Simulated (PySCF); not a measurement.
Cl3Sb, SMILES [Cl][Sb]([Cl])[Cl] (connectivity only; charge and spin as stated), charge +1, multiplicity 2. Atoms are numbered in the order given.

```xyz
4

Sb     0.0000     0.0000     0.4326
Cl     1.8608    -1.0743    -0.4326
Cl    -1.8608    -1.0743    -0.4326
Cl     0.0000     2.1487    -0.4326
```
Charge +1, spin multiplicity 2.

Coordinates come from a r2SCAN-D4/def2-SVP optimisation. The multiplicity is an assumed one; other spin states were not compared. The isomer is the one that the SMILES or the coordinates give; other isomers of the formula were not compared. The def2 effective core potentials stand for the cores of Sb; spin–orbit coupling is left out.

Computed with PySCF with TDA-CAM-B3LYP/def2-SVPD.

Vertical excitations; the highest root listed may be one member of a degenerate set. 

```json
[
 {"state": "root 1", "energy (eV)": "1.59", "λ (nm)": "778", "f": "0.000", "main pairs": "β HOMO→LUMO 98 %"},
 {"state": "root 2", "energy (eV)": "1.78", "λ (nm)": "696", "f": "0.002", "main pairs": "β HOMO−2→LUMO, β HOMO−3→LUMO (degenerate set)"},
 {"state": "root 3", "energy (eV)": "1.78", "λ (nm)": "696", "f": "0.002", "main pairs": "β HOMO−1→LUMO, β HOMO−4→LUMO (degenerate set)"},
 {"state": "root 4", "energy (eV)": "2.13", "λ (nm)": "582", "f": "0.017", "main pairs": "β HOMO−4→LUMO, β HOMO−1→LUMO (degenerate set)"},
 {"state": "root 5", "energy (eV)": "2.13", "λ (nm)": "582", "f": "0.017", "main pairs": "β HOMO−3→LUMO, β HOMO−2→LUMO (degenerate set)"},
 {"state": "root 6", "energy (eV)": "2.95", "λ (nm)": "420", "f": "0.010", "main pairs": "β HOMO−5→LUMO 94 %"},
 {"state": "root 7", "energy (eV)": "4.06", "λ (nm)": "306", "f": "0.031", "main pairs": "β HOMO−6→LUMO (degenerate set)"},
 {"state": "root 8", "energy (eV)": "4.06", "λ (nm)": "306", "f": "0.031", "main pairs": "β HOMO−7→LUMO (degenerate set)"},
 {"state": "root 9", "energy (eV)": "4.83", "λ (nm)": "257", "f": "0.017", "main pairs": "α HOMO→LUMO 95 %"},
 {"state": "root 10", "energy (eV)": "5.35", "λ (nm)": "232", "f": "0.000", "main pairs": "α HOMO−1→LUMO 67 %, β HOMO→LUMO+1 22 %"}
]
```
Unrestricted roots are not spin-pure.
